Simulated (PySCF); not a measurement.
# How the method changes the shape and vibrations of H2O3Si

These are calculations, not measurements. They come from PySCF 2.14.0, an open-source quantum chemistry program, on an isolated molecule that a program drew, which may never have been made. The molecule is H2O3Si (charge 0, singlet), drawn as the SMILES string `O=[Si](O)O`.

The geometry was optimised and harmonic frequencies were computed with HF and MP2, all in the cc-pV(D+d)Z basis, for the commonest isotopes, with a restricted reference for singlets and an unrestricted one otherwise, and a frozen core in MP2. Each result is a local minimum of its method.

Geometry at the HF minimum:
```xyz
6
H2O3Si, angstrom
O    -1.1396    0.8996   -1.9367
Si   -0.8248    1.0391   -0.4862
O     0.5744    0.7431    0.2409
O    -1.8120    1.5176    0.6845
H     1.2879    0.4454   -0.3065
H    -2.6986    1.7387    0.4346
```

Lengths of the bonds as drawn, in Å (atoms numbered as above):
```
bond,HF,MP2
O1-Si2,1.491,1.530
Si2-O3,1.604,1.637
Si2-O4,1.604,1.637
O3-H5,0.947,0.968
O4-H6,0.947,0.968
```

Rotational constants, in GHz:
```
constant,HF,MP2
A,8.279,8.215
B,7.693,7.194
C,3.988,3.835
```

Harmonic frequencies in cm^-1, each column in rising order, so a row needn't be the same motion in every method:
| rank | HF | MP2 |
|---|---|---|
| 1 | 349 | 319 |
| 2 | 353 | 327 |
| 3 | 414 | 374 |
| 4 | 453 | 407 |
| 5 | 525 | 484 |
| 6 | 874 | 802 |
| 7 | 876 | 844 |
| 8 | 935 | 921 |
| 9 | 1080 | ? |
| 10 | 1389 | 1270 |
| 11 | 4155 | 3875 |
| 12 | 4157 | 3876 |

**Estimate the missing MP2 frequency from the HF column.**

A single factor s that minimises the squared misfit of MP2 against s times HF over the other rows is sum(HF x MP2) / sum(HF^2) = 0.9326, with an rms misfit of 20 cm^-1. For rank 9 it gives 0.9326 x 1080 = 1007 cm^-1. The calculation gives 1013 cm^-1, 6 cm^-1 above the estimate. The drawn bonds are on average 2.2 % longer in MP2 than in HF.
